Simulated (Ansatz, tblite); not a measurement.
Removing and adding an electron: K2Cl2 (the lowest singlet isomer of a short search). Charge 0, multiplicity 1. Geometry: PBE0-D4/def2-TZVP. Ansatz, gas phase; energy differences of separate SCF runs; the oxidised species was run as a doublet alone; the reduced species was run as a doublet alone.

```xyz
4

K     1.812    0.758    0.046
K    -1.812   -0.758   -0.045
Cl   -0.510    1.119    1.717
Cl    0.510   -1.119   -1.717
```

The xTB rows come from tblite. Correlated methods freeze 20 core orbitals; core or outer-core shells of K are correlated, in sets that lack core-valence functions. HOMO above LUMO, or a gap near zero within one spin, warns that the state may not be the lowest or that an electron is smeared out. The structure comes from a short search, and lower isomers may exist.

Estimate orbital energies and vertical ionisation energies and electron affinities at: GFN1-xTB; GFN2-xTB; HF/def2-TZVPP; PBE-D4/def2-TZVP; r2SCAN-D4/def2-TZVP; PBE0-D4/def2-TZVP; PBE0-D4/def2-TZVPD; MP2/def2-TZVPP; CCSD/def2-TZVPP; CCSD(T)/def2-TZVPP.


```json
{"level": "GFN1-xTB", "−HOMO (eV)": "12.13", "vertical IE (eV)": "13.94", "−LUMO (eV)": "6.91", "vertical EA (eV)": "5.10", "HOMO–LUMO gap (eV)": "5.22", "IE − EA (eV)": "8.84", "remarks": "–"}
{"level": "GFN2-xTB", "−HOMO (eV)": "10.24", "vertical IE (eV)": "12.83", "−LUMO (eV)": "8.37", "vertical EA (eV)": "5.16", "HOMO–LUMO gap (eV)": "1.87", "IE − EA (eV)": "7.67", "remarks": "–"}
{"level": "HF/def2-TZVPP", "−HOMO (eV)": "–", "vertical IE (eV)": "8.22", "−LUMO (eV)": "–", "vertical EA (eV)": "–", "HOMO–LUMO gap (eV)": "–", "IE − EA (eV)": "–", "remarks": "–"}
{"level": "PBE-D4/def2-TZVP", "−HOMO (eV)": "5.41", "vertical IE (eV)": "8.30", "−LUMO (eV)": "1.21", "vertical EA (eV)": "–", "HOMO–LUMO gap (eV)": "4.20", "IE − EA (eV)": "–", "remarks": "gap within one spin near zero (+1 doublet)"}
{"level": "r2SCAN-D4/def2-TZVP", "−HOMO (eV)": "5.72", "vertical IE (eV)": "8.51", "−LUMO (eV)": "0.54", "vertical EA (eV)": "–", "HOMO–LUMO gap (eV)": "5.17", "IE − EA (eV)": "–", "remarks": "gap within one spin near zero (+1 doublet)"}
{"level": "PBE0-D4/def2-TZVP", "−HOMO (eV)": "6.74", "vertical IE (eV)": "8.73", "−LUMO (eV)": "0.71", "vertical EA (eV)": "–", "HOMO–LUMO gap (eV)": "6.02", "IE − EA (eV)": "–", "remarks": "–"}
{"level": "PBE0-D4/def2-TZVPD", "−HOMO (eV)": "6.78", "vertical IE (eV)": "–", "−LUMO (eV)": "0.73", "vertical EA (eV)": "0.15", "HOMO–LUMO gap (eV)": "6.05", "IE − EA (eV)": "–", "remarks": "HOMO above zero (-1 doublet)"}
{"level": "MP2/def2-TZVPP", "−HOMO (eV)": "–", "vertical IE (eV)": "9.38", "−LUMO (eV)": "–", "vertical EA (eV)": "–", "HOMO–LUMO gap (eV)": "–", "IE − EA (eV)": "–", "remarks": "–"}
{"level": "CCSD/def2-TZVPP", "−HOMO (eV)": "–", "vertical IE (eV)": "9.18", "−LUMO (eV)": "–", "vertical EA (eV)": "–", "HOMO–LUMO gap (eV)": "–", "IE − EA (eV)": "–", "remarks": "–"}
{"level": "CCSD(T)/def2-TZVPP", "−HOMO (eV)": "–", "vertical IE (eV)": "9.23", "−LUMO (eV)": "–", "vertical EA (eV)": "–", "HOMO–LUMO gap (eV)": "–", "IE − EA (eV)": "–", "remarks": "–"}
```

Run but left out: PBE-D4/def2-TZVPD, r2SCAN-D4/def2-TZVPD (charge -1 doublet: an occupied level 0.05 to 0.07 eV above an empty one).   A HOMO above zero means that the electron is unbound at that level or that self-interaction error raises the level; the energy of removing that electron tells which. Raw xTB energy differences between charge states are shifted by several eV; the methods need an empirical correction for them.
